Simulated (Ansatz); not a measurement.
C$_{2}$H$_{8}$AlNS, relaxed with RKS PBE-D4/def2-SVP in Ansatz 0.2.0 from a rough embedded geometry. The force threshold is 0.03 eV/Å; the program also tests the step.

The species carries charge 0 and has multiplicity 1. The bonds changed during the relaxation, so this is another structure than the one it started from.

Start:

```xyz
13

N    -0.633    2.173    1.207
C     0.135    1.157    0.573
S    -0.695    0.727   -0.969
C     0.377   -0.679   -1.429
Al   -0.078   -2.350   -0.557
H    -1.521    1.826    1.588
H    -0.092    2.462    2.111
H     1.129    1.490    0.356
H     0.169    0.295    1.239
H     0.337   -0.769   -2.551
H     1.465   -0.341   -1.205
H     0.919   -3.081    0.404
H    -1.512   -2.909   -0.765
```

| step | energy (eV) | largest force (eV/Å) | largest move (Å) |
| --- | --- | --- | --- |
| 1 | -21104.1065 | 2.640 | 0.000 |
| 2 | -21104.4420 | 0.878 | 0.132 |
| 3 | -21104.5198 | 0.403 | 0.195 |
| 4 | -21104.5708 | 0.319 | 0.195 |
| 5 | -21104.6388 | 0.296 | 0.195 |
| 6 | -21104.7213 | 0.348 | 0.196 |
| 7 | -21104.8142 | 0.297 | 0.195 |
| 8 | -21104.8621 | 0.223 | 0.200 |
| 9 | -21104.8884 | 0.487 | 0.194 |
| 10 | -21104.9084 | 0.403 | 0.112 |
| 11 | -21104.9311 | 0.297 | 0.200 |
| 12 | -21104.9442 | 0.186 | 0.153 |
| 13 (rejected) | -21104.7880 | 2.105 | 0.112 |
| 14 | -21104.9493 | 0.264 | 0.055 |
| 15 | -21104.9520 | 0.171 | 0.045 |
| 16 | -21104.9523 | 0.276 | 0.031 |
| 17 | -21104.9542 | 0.058 | 0.019 |
| 18 | -21104.9550 | 0.023 | 0.033 |
| 19 | -21104.9559 | 0.085 | 0.083 |
| 20 | -21104.9565 | 0.056 | 0.022 |
| 21 | -21104.9573 | 0.060 | 0.054 |
| 22 (rejected) | -21104.9571 | 0.078 | 0.059 |
| 23 | -21104.9579 | 0.036 | 0.029 |
| 24 | -21104.9583 | 0.061 | 0.051 |
| 25 | -21104.9585 | 0.044 | 0.012 |
| 26 | -21104.9589 | 0.041 | 0.049 |
| 27 | -21104.9591 | 0.039 | 0.018 |
| 28 | -21104.9592 | 0.024 | 0.005 |

End:

```xyz
13

N    -0.715    1.484    1.451
C     0.255    1.186    0.456
S    -0.576    0.479   -1.086
C     0.688   -0.823   -1.566
Al   -0.500   -1.860   -0.369
H    -0.916    0.688    2.065
H    -0.493    2.318    2.001
H     0.768    2.109    0.121
H     1.029    0.427    0.720
H     0.592   -0.970   -2.658
H     1.707   -0.460   -1.329
H    -0.197   -1.805    1.209
H    -1.642   -2.772   -1.016
```

Hardware: 4 threads of an Arm Neoverse V1 on a shared host. Wall time 42 s, peak host memory 0.17 GiB.
